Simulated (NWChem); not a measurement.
Molecule: C2H8BN; SMILES CN(B)C

```xyz
12

B      0.0000     0.0000     1.5437
H      1.0463     0.0000     2.1259
H     -1.0463     0.0000     2.1259
N      0.0000     0.0000     0.1507
C     -1.2171     0.0000    -0.6522
C      1.2171     0.0000    -0.6522
H     -1.2595     0.8870    -1.3004
H     -1.2595    -0.8870    -1.3004
H     -2.0909     0.0000     0.0014
H      1.2595    -0.8870    -1.3004
H      1.2595     0.8870    -1.3004
H      2.0909     0.0000     0.0014
```
Atoms are numbered in this order, from 1.

Results from NWChem. Geometry: optimised at B3LYP/6-31G* (spherical d).

**Question.** Predict the results for PW6B95/def2-TZVP. Quantities: highest occupied level (eV); orbital gap (eV); dipole (D).

**Answer.** 
| Property | Value |
|---|---|
| highest occupied level (eV) | -7.55 |
| orbital gap (eV) | 7.72 |
| dipole (D) | 2.02 |
